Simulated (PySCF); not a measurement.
PySCF job for H₁₁NSi₄, SMILES [SiH3][Si](N)([SiH3])[SiH3], PBE-D3(BJ)/def2-SVP. The structure is a stationary point at PBE-D3(BJ)/def2-SVP. Other conformers were not sampled.

```python
import numpy as np
from pyscf import gto, scf, dft, df
from pyscf.hessian import thermo

mol = gto.M(
    atom='''
    N     2.12087130    0.24587609   -0.00000002
    Si    0.36993527    0.01073989   -0.00000001
    Si   -0.39324871   -2.23367916    0.00000023
    Si   -0.49703901    1.07155158    1.91347814
    Si   -0.49703900    1.07155119   -1.91347837
    H     2.62206931   -0.07811621   -0.83403087
    H     2.62206931   -0.07811604    0.83403088
    H     0.11019383   -2.96902995   -1.21775505
    H    -1.90002749   -2.29904985    0.00000024
    H     0.11019383   -2.96902970    1.21775567
    H    -1.97840072    0.81416953    2.00491415
    H    -0.26116578    2.55833784    1.87077609
    H     0.15600778    0.52245348    3.15729674
    H     0.15600778    0.52245282   -3.15729683
    H    -0.26116578    2.55833745   -1.87077661
    H    -1.97840071    0.81416911   -2.00491432
    ''',
    basis='def2-SVP',
    charge=0,
    spin=0,
    max_memory=1600,
    verbose=3,
)
mf = dft.RKS(mol, xc='pbe').density_fit(auxbasis='def2-universal-jkfit')
mf.disp = 'd3bj'
mf.grids.level = 3
mf.conv_tol = 1e-11
mf.max_cycle = 100
mf.kernel()

# [left out here: the lines that compute and print the analytic Hessian (its translational invariance restored by hand, since the grid's response is missing), thermochemistry and intensities]
```

Output:

```
converged SCF energy = -1218.26118107367

WARN: DFTD3 does not support analytical Hessian, using finite difference


WARN: Mole.unit (angstrom) is changed to Bohr

Mode                                 0                   1                   2
Irrep
Freq [cm^-1]                       77.5223             81.3976             86.4194
Reduced mass [au]                   2.7298              2.7317              1.1590
Force const [Dyne/A]                0.0097              0.0107              0.0051
Char temp [K]                     111.5373            117.1131            124.3383
Normal mode                   x     y     z       x     y     z       x     y     z
       0   N                -0.02  0.07 -0.00    0.00 -0.00 -0.07   -0.00 -0.00 -0.01
       1  Si                -0.02  0.03 -0.00    0.00 -0.00 -0.04   -0.00 -0.00 -0.03
       2  Si                -0.04  0.04  0.00    0.00 -0.00  0.10    0.00 -0.00  0.04
       3  Si                 0.03 -0.05  0.07   -0.03 -0.06 -0.02   -0.00 -0.04 -0.01
       4  Si                 0.03 -0.05 -0.07    0.03  0.06 -0.02    0.00  0.04 -0.01
       5   H                -0.01  0.08 -0.00   -0.02 -0.00 -0.08    0.02 -0.03  0.02
       6   H                -0.01  0.08  0.00    0.02  0.00 -0.08   -0.02  0.03  0.02
       7   H                -0.06  0.02 -0.00   -0.13 -0.08  0.09    0.30 -0.14  0.25
       8   H                -0.04  0.08  0.00    0.00 -0.00  0.27    0.00 -0.00 -0.32
       9   H                -0.06  0.02  0.00    0.13  0.08  0.09   -0.30  0.14  0.25
      10   H                 0.07 -0.19  0.22   -0.05  0.00 -0.13    0.05 -0.26  0.13
      11   H                -0.11 -0.03  0.09    0.05 -0.07  0.11   -0.24  0.00 -0.07
      12   H                 0.21 -0.03 -0.01   -0.14 -0.19 -0.01    0.20  0.10 -0.05
      13   H                 0.21 -0.03  0.01    0.14  0.19 -0.01   -0.20 -0.10 -0.05
      14   H                -0.11 -0.03 -0.09   -0.05  0.07  0.11    0.24 -0.00 -0.07
[...]
       3  Si                 0.01  0.01 -0.01    0.02 -0.00  0.01   -0.01 -0.01 -0.01
       4  Si                 0.01  0.01  0.01   -0.02  0.00  0.01   -0.01 -0.01  0.01
       5   H                 0.01  0.01 -0.00    0.11  0.03  0.04    0.03  0.01 -0.00
       6   H                 0.01  0.01  0.00   -0.11 -0.03  0.04    0.03  0.01  0.00
       7   H                 0.25 -0.18  0.21   -0.18 -0.06 -0.03    0.23 -0.21  0.23
       8   H                -0.02  0.18 -0.00   -0.00  0.00 -0.30   -0.02  0.16  0.00
       9   H                 0.25 -0.18 -0.21    0.18  0.06 -0.03    0.23 -0.21 -0.23
      10   H                 0.06 -0.24  0.27   -0.03  0.26  0.07    0.00 -0.10 -0.12
      11   H                 0.07 -0.01 -0.18   -0.39  0.05 -0.23    0.26 -0.04  0.28
      12   H                -0.32 -0.22  0.07   -0.09 -0.29 -0.07    0.16  0.33  0.06
      13   H                -0.32 -0.22 -0.07    0.09  0.29 -0.07    0.16  0.33 -0.06
      14   H                 0.07 -0.01  0.18    0.39 -0.05 -0.23    0.26 -0.04 -0.28
      15   H                 0.06 -0.24 -0.27    0.03 -0.26  0.07    0.00 -0.10  0.12
Mode                                30                  31                  32
Irrep
Freq [cm^-1]                     1498.1866           2129.3110           2138.0458
Reduced mass [au]                   1.1001              1.0198              1.0233
Force const [Dyne/A]                1.4548              2.7243              2.7559
Char temp [K]                    2155.5570           3063.6045           3076.1718
Normal mode                   x     y     z       x     y     z       x     y     z
       0   N                 0.08 -0.02 -0.00   -0.00 -0.00  0.00   -0.00 -0.00 -0.00
       1  Si                -0.00 -0.00  0.00    0.00  0.00 -0.00    0.00 -0.00  0.00
       2  Si                -0.00  0.00 -0.00   -0.00 -0.02 -0.00   -0.00 -0.00  0.01
       3  Si                 0.00  0.00  0.00    0.00 -0.00 -0.00   -0.00 -0.00 -0.02
       4  Si                 0.00  0.00 -0.00    0.00 -0.00  0.00    0.00  0.00 -0.02
       5   H                -0.50  0.20 -0.40   -0.00 -0.00  0.00    0.00 -0.00  0.00
       6   H                -0.50  0.20  0.40   -0.00 -0.00 -0.00   -0.00  0.00  0.00
       7   H                 0.00 -0.00  0.00   -0.20  0.28  0.48    0.03 -0.05 -0.08
       8   H                 0.00 -0.00 -0.00    0.48  0.01 -0.00    0.00  0.00  0.00
       9   H                 0.00 -0.00 -0.00   -0.20  0.28 -0.48   -0.03  0.05 -0.08
      10   H                 0.00 -0.00 -0.01   -0.07 -0.01  0.00   -0.27 -0.05  0.01
      11   H                -0.00  0.00 -0.00    0.01  0.06 -0.01    0.05  0.27 -0.02
      12   H                 0.00 -0.00  0.00    0.05 -0.04  0.10    0.25 -0.21  0.46
      13   H                 0.00 -0.00 -0.00    0.05 -0.04 -0.10   -0.25  0.21  0.46
      14   H                -0.00  0.00  0.00    0.01  0.06  0.01   -0.05 -0.28 -0.02
      15   H                 0.00 -0.00  0.01   -0.07 -0.01 -0.00    0.27  0.05  0.01
Mode                                33                  34                  35
Irrep
Freq [cm^-1]                     2140.8917           2144.5429           2148.7166
Reduced mass [au]                   1.0248              1.0500              1.0504
Force const [Dyne/A]                2.7675              2.8451              2.8572
Char temp [K]                    3080.2666           3085.5197           3091.5248
Normal mode                   x     y     z       x     y     z       x     y     z
       0   N                 0.00  0.00 -0.00   -0.00  0.00 -0.00    0.00 -0.00 -0.00
       1  Si                -0.00  0.00  0.00    0.00 -0.00  0.00   -0.00  0.00  0.00
       2  Si                 0.00  0.00  0.00    0.00 -0.00  0.04   -0.04  0.01  0.00
       3  Si                -0.00  0.00 -0.02   -0.00  0.00  0.00    0.01 -0.00  0.00
       4  Si                -0.00  0.00  0.02    0.00 -0.00  0.00    0.01 -0.00 -0.00
       5   H                 0.00 -0.00  0.00    0.00  0.00  0.00    0.00  0.00  0.00
       6   H                 0.00 -0.00 -0.00   -0.00 -0.00  0.00    0.00  0.00 -0.00
       7   H                 0.04 -0.06 -0.10    0.23 -0.34 -0.54    0.10 -0.16 -0.28
       8   H                -0.11 -0.00  0.00   -0.00 -0.00  0.01    0.81  0.04  0.00
       9   H                 0.04 -0.06  0.10   -0.23  0.34 -0.54    0.10 -0.16  0.28
      10   H                -0.23 -0.04  0.01    0.06  0.01 -0.00   -0.14 -0.03  0.01
      11   H                 0.04  0.24 -0.02   -0.01 -0.07  0.00    0.01  0.05 -0.00
      12   H                 0.26 -0.22  0.49   -0.02  0.02 -0.04   -0.03  0.03 -0.06
      13   H                 0.26 -0.22 -0.49    0.02 -0.02 -0.04   -0.03  0.03  0.06
      14   H                 0.04  0.24  0.02    0.01  0.07  0.00    0.01  0.05  0.00
      15   H                -0.23 -0.04 -0.01   -0.06 -0.01 -0.00   -0.14 -0.03 -0.01
Mode                                36                  37                  38
Irrep
Freq [cm^-1]                     2154.9698           2157.2630           2161.5362
Reduced mass [au]                   1.0470              1.0456              1.0512
Force const [Dyne/A]                2.8647              2.8669              2.8938
Char temp [K]                    3100.5217           3103.8212           3109.9693
Normal mode                   x     y     z       x     y     z       x     y     z
       0   N                -0.00 -0.00  0.00    0.00  0.00  0.00    0.00  0.00  0.00
       1  Si                -0.00  0.00 -0.00    0.00 -0.00 -0.00   -0.00  0.00 -0.00
       2  Si                -0.00  0.00 -0.00    0.01 -0.00 -0.00    0.00  0.00  0.00
       3  Si                -0.02  0.02 -0.01    0.02 -0.02  0.01   -0.02 -0.02  0.00
       4  Si                 0.02 -0.02 -0.01    0.02 -0.02 -0.01    0.02  0.02  0.00
       5   H                -0.00  0.00 -0.00   -0.00 -0.00 -0.00   -0.00  0.00 -0.00
       6   H                 0.00 -0.00 -0.00   -0.00 -0.00  0.00    0.00 -0.00 -0.00
       7   H                -0.02  0.03  0.04   -0.02  0.03  0.05    0.00 -0.00 -0.01
       8   H                 0.00  0.00 -0.00   -0.20 -0.01 -0.00   -0.00 -0.00 -0.00
       9   H                 0.02 -0.03  0.04   -0.02  0.03 -0.05   -0.00  0.00 -0.01
      10   H                 0.38  0.07 -0.03   -0.40 -0.08  0.03    0.49  0.08 -0.03
      11   H                -0.07 -0.40  0.01    0.07  0.42 -0.01    0.07  0.47 -0.01
      12   H                 0.17 -0.14  0.33   -0.14  0.12 -0.28   -0.01 -0.01  0.00
      13   H                -0.17  0.14  0.33   -0.14  0.12  0.28    0.01  0.01  0.00
      14   H                 0.07  0.40  0.01    0.07  0.42  0.01   -0.07 -0.47 -0.01
      15   H                -0.38 -0.07 -0.03   -0.40 -0.08 -0.03   -0.49 -0.08 -0.03
Mode                                39                  40                  41
Irrep
Freq [cm^-1]                     2164.6240           3453.3760           3546.7965
Reduced mass [au]                   1.0513              1.0499              1.0944
Force const [Dyne/A]                2.9024              7.3770              8.1114
Char temp [K]                    3114.4120           4968.6393           5103.0505
Normal mode                   x     y     z       x     y     z       x     y     z
       0   N                -0.00 -0.00 -0.00    0.05 -0.03  0.00   -0.00  0.00  0.08
       1  Si                 0.00  0.00 -0.00   -0.00 -0.00  0.00    0.00 -0.00  0.00
       2  Si                 0.00 -0.00 -0.00   -0.00  0.00  0.00   -0.00 -0.00 -0.00
       3  Si                 0.02  0.02 -0.00    0.00  0.00 -0.00   -0.00 -0.00 -0.00
       4  Si                 0.02  0.02  0.00    0.00  0.00  0.00    0.00  0.00 -0.00
       5   H                -0.00  0.00 -0.00   -0.33  0.20  0.57    0.34 -0.21 -0.55
       6   H                -0.00  0.00  0.00   -0.33  0.20 -0.57   -0.34  0.21 -0.55
       7   H                -0.01  0.01  0.02    0.00 -0.00 -0.00   -0.00  0.00  0.00
       8   H                -0.09 -0.00 -0.00   -0.00 -0.00  0.00   -0.00  0.00  0.00
       9   H                -0.01  0.01 -0.02    0.00 -0.00  0.00    0.00 -0.00  0.00
      10   H                -0.48 -0.08  0.03   -0.00 -0.00  0.00    0.00  0.00  0.00
      11   H                -0.07 -0.48  0.01   -0.00  0.00  0.00    0.00  0.00  0.00
      12   H                 0.01  0.00  0.00    0.00 -0.00  0.00    0.00 -0.00  0.00
      13   H                 0.01  0.00 -0.00    0.00 -0.00 -0.00   -0.00  0.00  0.00
      14   H                -0.07 -0.48 -0.01   -0.00  0.00 -0.00   -0.00 -0.00  0.00
      15   H                -0.48 -0.08 -0.03   -0.00 -0.00 -0.00   -0.00 -0.00  0.00
temperature 298.1500 [K]
pressure 101325.00 [Pa]
Rotational constants [GHz] 1.42630 1.41973 1.03354
Symmetry number 1
Zero-point energy (ZPE) 0.09798 [Eh]   257239.969 [J/mol]
                           tot       elec      trans        rot        vib
Entropy [J/mol/K]       457.091      0.000    170.146    123.092    163.853
Cv [J/mol/K]            179.503      0.000     12.472     12.472    154.560
Cp [J/mol/K]            187.818      0.000     20.786     12.472    154.560
Internal energy [J/mol]                      3718.434   3718.434 282589.709
Internal energy [Eh]   -1218.15072  -1218.26118
Enthalpy [J/mol]                             6197.391   3718.434 282589.709
Enthalpy [Eh]          -1218.14977
Gibbs free energy [J/mol]                  -44531.590 -32981.411 233736.875
Gibbs free energy [Eh] -1218.20168
mode   freq/cm-1   IR/(km/mol)
   1       77.52         0.882
   2       81.40         0.755
   3       86.42         0.063
   4       89.62         0.951
   5      100.72         0.434
   6      104.16         2.823
   7      145.81         0.161
   8      149.01         2.607
   9      218.99        45.889
  10      321.88         0.940
  11      394.88         3.749
  12      409.75         0.154
  13      426.66         0.964
  14      457.22       143.763
  15      491.80         5.956
  16      493.77        43.574
  17      523.58        19.924
  18      534.48         1.265
  19      542.33        30.409
  20      792.98        48.538
  21      806.58       311.641
  22      813.90       338.815
  23      844.60        38.104
  24      856.48        37.867
  25      893.47         0.241
  26      898.87         2.460
  27      900.02        10.368
  28      900.84        53.290
  29      903.05        40.456
  30      908.12        59.857
  31     1498.19        25.464
  32     2129.31        84.070
  33     2138.05       109.080
  34     2140.89         0.079
  35     2144.54       106.323
  36     2148.72        34.124
  37     2154.97        17.475
  38     2157.26       157.812
  39     2161.54         0.134
  40     2164.62       150.408
  41     3453.38        17.641
  42     3546.80        17.374
max |gradient| / (hartree/bohr): 4.8562685908148245e-05
APT charges: [-0.7225  0.6325  0.5315  0.5951  0.5951  0.1608  0.1608 -0.2248 -0.2163
 -0.2248 -0.1994 -0.2202 -0.2242 -0.2242 -0.2202 -0.1994]
```

The calculation finished and met its thresholds.
